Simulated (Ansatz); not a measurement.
A run for Ansatz (a first-principles code): R-wB97X-V/def2-TZVPPD on CH2IN (a complex), monomers drawn apart or pushed together. Elements past Kr take the def2 small-core potentials; no spin–orbit coupling. Files ending in .json are basis or fitting sets from the Basis Set Exchange.

Ansatz 0.2 input:
```yaml
crystal:
  periodic: [false, false, false]
  atoms:
    - {symbol: C, position_ang: [-0.75728567, -0.57204618, -0.31790175]}
    - {symbol: N, position_ang: [-0.20264249, -0.30010856, 0.64590358]}
    - {symbol: H, position_ang: [-1.27406422, -0.82612094, -1.21631018]}
    - {symbol: I, position_ang: [1.62632679, 0.54639963, 3.68252462]}
    - {symbol: H, position_ang: [0.80581223, 0.17153115, 2.33537808]}
basis:
  gaussian:
    orbitals: def2-TZVPPD.json
hamiltonian:
  xc: {name: wB97X-V}
scf: {lower_state_search: off}
```

It printed:

```
WARN ansatz: RAYON_NUM_THREADS=1 ignored (pool sized by the plan → 1); use --threads N
Functional definition: wB97X-V
these checks for a lower state are left out or cut short: stability, starts, cluster_reference, orbital_swaps, neighbouring_geometries, increment
integrals: 0.09 GiB planned
914 factors; their error is unknown
integrals: 0.12 GiB planned
250 factors; integrals over basis functions are off by at most 8.7e-5 eV
mean field: 0.80 GiB planned
mean field evaluation 1: about -10656.8580 eV, gradient 3.4e1 eV
mean field evaluation 2: about -10655.9277 eV, gradient 4.2e1 eV
mean field evaluation 4: about -10659.2799 eV, gradient 1.5e0 eV
mean field evaluation 8: about -10659.2883 eV, gradient 9.8e-2 eV
mean field evaluation 16: about -10659.4454 eV, gradient 2.8e-5 eV
mean field -10659.44541371 eV, -391.7273937224 hartree, gradient 5.8e-6 eV, S^2 0.000000; 0 other end points of the search recorded, 0 dependent functions left out
reference -10659.44541161 eV, -391.7273936450 hartree; 20, 20 occupied and 147, 147 virtual orbitals, 914 factors
Total energy: -10659.44541161 eV, -391.7273936450 hartree
Checks for a lower state left out: stability, starts, cluster_reference, orbital_swaps, neighbouring_geometries, increment
```

Self-consistency was reached.

Cost: roughly 7 core-seconds.
